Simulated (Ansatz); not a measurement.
`[NH2][Ge]([NH2])([NH2])[F]`, relaxed with RKS PBE0-D4/def2-TZVP in Ansatz from a PBE-D4/def2-SVP geometry. The force threshold is 0.005 eV/Å; the program also tests the step.

Total charge 0; spin multiplicity 1.

Start:

```xyz
11

N     1.321    0.976    0.679
Ge    0.186   -0.243   -0.106
N    -0.803   -0.934    1.257
N    -1.012    0.130   -1.454
F     1.312   -1.340   -0.913
H     2.049    1.313    0.039
H     0.835    1.790    1.073
H    -1.459   -1.667    0.971
H    -0.251   -1.251    2.059
H    -1.627    0.926   -1.251
H    -0.551    0.299   -2.355
```

```tsv
step	energy (eV)	largest force (eV/Å)	largest move (Å)
1	-63794.1074	0.598	0.000
2	-63794.1492	0.244	0.020
3	-63794.1587	0.071	0.017
4	-63794.1609	0.047	0.019
5	-63794.1618	0.015	0.028
6	-63794.1619	0.001	0.010
7	-63794.1619	0.002	0.006
8	-63794.1619	0.002	0.005
```

End:

```xyz
11

N     1.308    0.974    0.656
Ge    0.189   -0.236   -0.112
N    -0.786   -0.936    1.232
N    -0.987    0.137   -1.449
F     1.311   -1.302   -0.914
H     2.067    1.286    0.068
H     0.862    1.768    1.091
H    -1.458   -1.641    0.970
H    -0.272   -1.214    2.054
H    -1.668    0.854   -1.246
H    -0.564    0.310   -2.349
```

Hardware: 4 threads of an Arm Neoverse V2 on a shared host. Wall time 26 s, peak host memory 0.59 GiB.
